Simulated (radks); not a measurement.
Values are calculated unless marked as measured or tabulated.
Ionisation of neutral osmium, [Xe] 4f14 5d6 6s2, to Os+, [Xe] 4f14 5d6 6s1, under several functionals. Scalar-relativistic Kohn-Sham, spin-polarised, spherical densities, finite nucleus; open shells are filled with parallel spins first (spin-orbit coupling, left out, can overturn this in heavy ions); a radial shooting solver on a logarithmic mesh with Libxc functionals.

functional                               E(Os) (hartree)  Exc (hartree)  IE (eV)  -e(HOMO) (eV)  <r> HOMO (bohr)  IE error (eV)
PBEsol                                       -17245.8711      -333.2797    8.402          4.850            1.873         -0.037
exchange-only r2SCAN                         -17248.1191      -334.1500    6.950          3.146            1.920         -1.488
exchange-only PBE                            -17246.2752      -333.6147    7.529          3.678            1.916         -0.909
r2SCAN                                       -17252.7326      -338.8265    8.161          4.444            1.883         -0.278
Wu-Cohen GGA                                 -17249.6270      -337.0316    8.362          4.876            1.870         -0.077
LDA (Slater exchange, VWN5 correlation)      -17241.0105      -328.4351    8.851          5.179            1.867         +0.413
exchange-only B88                            -17247.7015      -335.0462    7.440          3.679            1.912         -0.998
revPBE                                       -17251.1788      -338.5913    8.254          4.693            1.877         -0.184
PW91                                         -17252.5100      -339.9211    8.451          4.878            1.873         +0.013

NIST Atomic Spectra Database: 8.438 eV (measured). Closest: PW91. The Delta-SCF values span 1.90 eV, the total energies 11.72 hartree. The highest occupied level is 5d. Open shells are spherical and high-spin; term and fine-structure splittings are not resolved. Spin-orbit splitting is averaged out at the scalar-relativistic level.
